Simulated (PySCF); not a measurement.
# Configurations of HoB

Unrestricted PBE0; basis Ho x2c-SVPall, B x2c-SVPall; spin-free X2C with a Gaussian nucleus; PySCF 2.14. The search starts from ions with several 4f fillings and holds each by maximum overlap.

The lowest solution of each spin and filling, followed along the bond (rough minima from three points):

```tsv
2Ms+1	4f population	⟨S²⟩ at the start	R at minimum (Å)	Te (eV)
7	10.95	12.01	2.35	0.00
3	10.54	4.11	2.64	0.01
7	10.08	12.02	2.66	0.44
5	10.64	7.07	2.35	0.59
```

Solutions at the starting distance of 2.310 Å, counted from the lowest; the search is not exhaustive:

```tsv
2Ms+1	4f population	E (eV)	⟨S²⟩	⟨Lz²⟩	μ (D)
7	10.95	0.00	12.01	12.2	-5.21
7	10.95	0.14	12.02	11.4	-5.21
3	10.54	0.17	4.11	13.0	-3.80
7	10.94	0.19	12.01	12.7	-5.22
7	10.95	0.19	12.02	12.5	-5.22
7	10.97	0.24	12.01	9.0	-5.27
3	10.85	0.32	4.06	12.3	-4.15
3	10.82	0.39	3.73	13.2	-2.76
3	10.89	0.42	4.09	14.2	-4.87
7	10.08	0.55	12.02	9.0	-3.05
7	10.00	0.55	12.04	11.9	-2.74
3	10.97	0.59	4.03	12.5	-4.29
5	10.64	0.59	7.07	12.4	-4.22
```

Partly filled real f orbitals mix terms, so no term symbols are given. A population far from a whole number shows f orbitals mixing with d and ligand orbitals, not a clean configuration. A positive dipole means Ho(−)B(+).

Spin–orbit coupling is left out. The state is the lowest single determinant that the PBE0 search found; with open d or f shells the true ground state can be another one.
